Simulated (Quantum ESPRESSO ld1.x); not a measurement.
Values are calculated unless marked as measured or tabulated.
Question: The aim is neutral neon in [Ne]. What will ld1.x (Quantum ESPRESSO 7.5) do with this input?

```
 &input
    zed=10.0,
    iswitch=1,
    rel=0,
    lsd=2,
    dft='PBESOL',
    config='[Ne]',
    prefix='ld1',
    max_out_wfc=37,
    file_charge='ld1.rho',
 /
```

Answer: Refused. The program stops in ld1_readin with "lsd not correct": lsd takes 0 or 1.

Output (excerpt):

```
     Program LD1 v.7.5 starts

 %%%%%%%%%%%%%%%%%%%%%%%%%%%%%%%%%%%%%%%%%%%%%%%%%%%%%%%%%%%%%%%%%%%%%%%%%%%%%%
     Error in routine ld1_readin (1):
     lsd not correct
 %%%%%%%%%%%%%%%%%%%%%%%%%%%%%%%%%%%%%%%%%%%%%%%%%%%%%%%%%%%%%%%%%%%%%%%%%%%%%%

     stopping ...
```

Run on one thread of a shared host, so times are rough (Intel(R) Xeon(R) Processor @ 2.60GHz): 0.49 s of CPU time, 0.53 s wall.
